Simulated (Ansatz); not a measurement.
Species: C4H4, SMILES `C1=CC=C1` (charge 0, multiplicity 1), formula C4H4.

Problem. How many basis functions does frozen-core CCSD(T)/cc-pVQZ // CAM-B3LYP-D3(BJ)/def2-TZVP in Ansatz (an electronic-structure program) use, how many core orbitals are frozen, and how many electrons are correlated?

Solution. 340 basis functions and 4 frozen orbitals, which leaves 20 correlated electrons. Core time is of the order of minutes.
